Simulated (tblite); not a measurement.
Compound: C8H7Si (doublet state).
SMILES with atom numbers: `[CH:1]#[C:2][c:3]1[cH:4][cH:5][cH:6][c:7]([SiH2:8])[cH:9]1` (hydrogens: H10 on C1; H11 on C4; H12 on C5; H13 on C6; H14, H15 on Si8; H16 on C9)
Bond orders are those of one Lewis drawing.

Computed with GFN2-xTB (tblite), gas phase: L-BFGS steps from a force-field or distance-geometry start until the largest atomic force falls under 0.01 eV/Å.

Step 8: E = -606.2885 eV
```
atom  x, y, z in Å  |  force x, y, z in eV/Å
C1      1.8804    3.1977   -0.0292    0.101   0.220  -0.005
C2      1.4064    2.0981    0.0003   -0.034  -0.094  -0.031
C3      0.8476    0.8015    0.0259    0.100  -0.009   0.022
C4      1.6246   -0.2832    0.4378    0.011  -0.007  -0.031
C5      1.0629   -1.5462    0.4650    0.098  -0.103   0.041
C6     -0.2494   -1.7401    0.0988   -0.030  -0.045   0.038
C7     -1.0493   -0.6608   -0.2889   -0.097  -0.047   0.034
Si8    -2.8321   -0.9107   -0.6619   -0.255  -0.002   0.035
C9     -0.4733    0.6072   -0.3402   -0.064   0.015   0.023
H10     2.2986    4.1576   -0.0525    0.025   0.070   0.003
H11     2.6515   -0.1297    0.7271    0.053   0.027   0.028
H12     1.6530   -2.3863    0.7952    0.090  -0.075  -0.001
H13    -0.6864   -2.7273    0.1393    0.035  -0.044   0.007
H14    -3.3907   -2.1775   -0.2160   -0.012  -0.002  -0.056
H15    -3.6762    0.2582   -0.4715   -0.013  -0.012  -0.081
H16    -1.0753    1.4503   -0.6407   -0.007   0.109  -0.025
```

Step 9: E = -606.2929 eV
```
atom  x, y, z in Å  |  force x, y, z in eV/Å
C1      1.8795    3.1984   -0.0291    0.089   0.179  -0.005
C2      1.4069    2.0978   -0.0001   -0.008  -0.077  -0.031
C3      0.8496    0.8007    0.0256    0.031  -0.023  -0.002
C4      1.6282   -0.2846    0.4367    0.011   0.015  -0.012
C5      1.0672   -1.5490    0.4650    0.024  -0.069   0.009
C6     -0.2476   -1.7416    0.0996   -0.015   0.010   0.050
C7     -1.0499   -0.6594   -0.2831   -0.149  -0.057   0.007
Si8    -2.8386   -0.9094   -0.6473   -0.157   0.001   0.044
C9     -0.4739    0.6107   -0.3404   -0.028  -0.060   0.057
H10     2.2988    4.1571   -0.0526    0.029   0.092   0.003
H11     2.6561   -0.1266    0.7288   -0.018   0.003   0.002
H12     1.6574   -2.3893    0.7958    0.080  -0.062  -0.014
H13    -0.6873   -2.7291    0.1375    0.062  -0.002   0.015
H14    -3.3949   -2.1872   -0.2225    0.000   0.064  -0.060
H15    -3.6824    0.2657   -0.4818    0.009  -0.066  -0.069
H16    -1.0768    1.4547   -0.6437    0.041   0.052   0.006
```

Task: Estimate the geometry and energy of step 10. (The exact step hangs on the optimiser's Hessian estimate; all steps are aligned on step 9, rigid shifts and turns removed.)

Result: E = -606.2956 eV, largest force 0.121 eV/Å
```
atom  x, y, z in Å  |  force x, y, z in eV/Å
C1      1.8801    3.2004   -0.0290    0.046   0.072  -0.003
C2      1.4080    2.0985   -0.0012    0.020  -0.024  -0.032
C3      0.8508    0.7999    0.0252    0.002  -0.005  -0.014
C4      1.6308   -0.2856    0.4359   -0.020  -0.015  -0.001
C5      1.0700   -1.5521    0.4653   -0.009   0.011  -0.014
C6     -0.2468   -1.7424    0.1011   -0.016   0.024   0.049
C7     -1.0529   -0.6597   -0.2795   -0.119  -0.024   0.005
Si8    -2.8455   -0.9089   -0.6392   -0.036   0.002   0.042
C9     -0.4748    0.6119   -0.3393   -0.035  -0.096   0.060
H10     2.2997    4.1591   -0.0526    0.025   0.088   0.004
H11     2.6586   -0.1247    0.7299   -0.046  -0.010  -0.012
H12     1.6616   -2.3924    0.7959    0.054  -0.040  -0.028
H13    -0.6866   -2.7309    0.1369    0.071   0.022   0.020
H14    -3.3975   -2.1918   -0.2270   -0.012   0.068  -0.052
H15    -3.6860    0.2690   -0.4887   -0.005  -0.063  -0.059
H16    -1.0769    1.4584   -0.6452    0.078  -0.011   0.035
```

The energy changes by -0.0027 eV. The first-order estimate −F·Δx gives -0.0039 eV and the mean of the old and new forces, exact on a quadratic surface, -0.0027 eV. The step makes an angle of 60° with the force vector and moves no atom by more than 0.011 Å.

What follows is the cost of the whole relaxation. The run took 0.22 s of wall time on one thread, AMD EPYC 9R45 (x86_64) (shared host).
